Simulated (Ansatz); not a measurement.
Basis-set extrapolation for C3H8O3Si (`CO[SiH2]OC(C)=O`) (PBE0-D4/def2-TZVP geometry, frozen core, Ansatz 0.2.0). Multiplicity 1, RHF reference.

```
                      def2-TZVPP   def2-QZVPP
                 HF  -632.048760  -632.074514
    MP2 correlation    -1.317056    -1.415352
CCSD(T) correlation    -1.412544      not run
```

Energies in hartree. Use E(X) = E(∞) + A·exp(−7.88·√X) for Hartree–Fock and E(X) = E(∞) + B·X^(−2.97) for correlation, with X = 3 and 4, and add CCSD(T) minus MP2 of the smaller set to the MP2 limit.

What is the CCSD(T) energy at the basis-set limit?

HF limit: -632.074514 + (-0.025754) × 0.13774 = -632.07806. MP2 limit: -1.415352 + (-0.098296) × 0.74074 = -1.48816. Higher-order term: -1.412544 − (-1.317056) = -0.09549. Total: -633.66171 hartree, 125.8 kcal/mol below CCSD(T)/def2-TZVPP.
